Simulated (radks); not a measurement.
Results of a calculation; reference values are marked as such.
The lutetium ion Lu3+, 68 electrons, occupied as [Kr] 4d10 4f14 5s1 5p6 5d1 (not the ground configuration).

Level of theory: scalar-relativistic Kohn-Sham, PBE, spin-polarised, spherical densities, finite nucleus; open shells are filled with parallel spins first (spin-orbit coupling, left out, can overturn this in heavy ions); Fermi nuclear charge, rms radius 5.37 fm (a radial shooting solver on a logarithmic mesh with Libxc functionals).

Energy parts (hartree):
| part | energy |
|---|---|
| total | -14557.6752 |
| kinetic | 15901.9717 |
| electron-nucleus | -35793.7681 |
| Hartree | 5633.3575 |
| exchange-correlation | -299.2363 |

Orbitals (lengths in bohr, moments of r in powers of bohr; <r^-3> diverges for s and p1/2; r(90%) holds 90 % of the orbital's charge):
1s up: occ. 1; eigenvalue (hartree) -2324.671; r(90%) 0.0351; <r> 0.01932
1s down: occ. 1; eigenvalue (hartree) -2324.666; r(90%) 0.0351; <r> 0.01932
2s up: occ. 1; eigenvalue (hartree) -396.6881; r(90%) 0.127; <r> 0.08184
2s down: occ. 1; eigenvalue (hartree) -396.6836; r(90%) 0.127; <r> 0.08184
2p up: occ. 3; eigenvalue (hartree) -349.1857; r(90%) 0.119; <r^-3> 16860; <r> 0.07292
2p down: occ. 3; eigenvalue (hartree) -349.1815; r(90%) 0.119; <r^-3> 16860; <r> 0.07292
3s up: occ. 1; eigenvalue (hartree) -90.77109; r(90%) 0.312; <r> 0.2126
3s down: occ. 1; eigenvalue (hartree) -90.76837; r(90%) 0.312; <r> 0.2126
3p up: occ. 3; eigenvalue (hartree) -76.51002; r(90%) 0.318; <r^-3> 3699; <r> 0.2123
3p down: occ. 3; eigenvalue (hartree) -76.50715; r(90%) 0.317; <r^-3> 3698; <r> 0.2123
3d up: occ. 5; eigenvalue (hartree) -59.37342; r(90%) 0.299; <r^-3> 483.6; <r> 0.1925
3d down: occ. 5; eigenvalue (hartree) -59.36993; r(90%) 0.299; <r^-3> 483.6; <r> 0.1925
4s up: occ. 1; eigenvalue (hartree) -18.98574; r(90%) 0.687; <r> 0.4782
4s down: occ. 1; eigenvalue (hartree) -18.98000; r(90%) 0.687; <r> 0.4781
4p up: occ. 3; eigenvalue (hartree) -14.30752; r(90%) 0.739; <r^-3> 841.9; <r> 0.5081
4p down: occ. 3; eigenvalue (hartree) -14.30116; r(90%) 0.739; <r^-3> 842.1; <r> 0.5079
4d up: occ. 5; eigenvalue (hartree) -8.19998; r(90%) 0.824; <r^-3> 92.91; <r> 0.5479
4d down: occ. 5; eigenvalue (hartree) -8.19097; r(90%) 0.823; <r^-3> 93.03; <r> 0.5474
4f up: occ. 7; eigenvalue (hartree) -1.49669; r(90%) 1.21; <r^-3> 14.01; <r> 0.7095
4f down: occ. 7; eigenvalue (hartree) -1.47628; r(90%) 1.20; <r^-3> 14.17; <r> 0.7031
5s up: occ. 1; eigenvalue (hartree) -3.37908; r(90%) 1.66; <r> 1.157
5s down: occ. 0; eigenvalue (hartree) -3.32356; r(90%) 1.66; <r> 1.156
5p up: occ. 3; eigenvalue (hartree) -2.26913; r(90%) 1.97; <r^-3> 113.3; <r> 1.351
5p down: occ. 3; eigenvalue (hartree) -2.21116; r(90%) 1.98; <r^-3> 113.5; <r> 1.352
5d up: occ. 1; eigenvalue (hartree) -1.01365; r(90%) 2.96; <r^-3> 6.373; <r> 1.953
5d down: occ. 0; eigenvalue (hartree) -0.96332; r(90%) 3.00; <r^-3> 6.186; <r> 1.974
6s up: occ. 0; eigenvalue (hartree) -0.95378; r(90%) 4.00; <r> 2.810
6s down: occ. 0; eigenvalue (hartree) -0.91748; r(90%) 3.99; <r> 2.809
6p up: occ. 0; eigenvalue (hartree) -0.71322; r(90%) 4.79; <r^-3> 18.29; <r> 3.372

The highest occupied level is 5d up at -27.583 eV. The configuration is held as typed, so some empty levels lie below it. The spin density at the nucleus is 589.3 e/bohr^3 (1s 1.9, 2s 0.4, 3s 0.5, 4s 0.3, 5s 586.3). Summed over all electrons, <r^2> = 34.04 bohr^2, which gives a Langevin (diamagnetic) susceptibility term of -27 x 10^-6 cm^3/mol. The electron density at the nucleus is 1.176e+06 e/bohr^3 (large components only).
